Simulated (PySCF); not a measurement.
Exercise with solution: oscillator strength and radiative lifetime

SeCl2, SMILES Cl[Se]Cl.

The structure is a stationary point at PBE0-D3(BJ)/def2-TZVP. The isomer is the one that the SMILES or the coordinates give; other isomers of the formula were not compared.

TDA-LC-ωPBE/def2-SVPD run with PySCF puts the first singlet state with f over 0.02 at 7.14 eV (vertical), with the transition dipole (0.431, 0.000, 0.000) in atomic units.

Task: Find the oscillator strength, the wavelength and the radiative lifetime that this transition would have in vacuum if emission retraced absorption.

Result: 
|μ|² = 0.1858 au, so |μ| = 1.10 D. ΔE = 7.14/27.211 = 0.2624 hartree. f = (2/3) ΔE |μ|² = 0.032 (the program prints 0.032).
λ = 1239.84/7.14 = 174 nm; ν = 57588 cm⁻¹.
Einstein's coefficient A = 0.6670 ν² f s⁻¹ (ν in cm⁻¹) = 7.2e7 s⁻¹, so τ = 1/A = 14 ns. This state is S8; the lower singlets have f = 0.000, 0.000, 0.002, 0.018, 0.000, 0.011, 0.001. The figure is the radiative limit of this one transition; relaxation, internal conversion, crossing to triplets and a medium change what is measured.
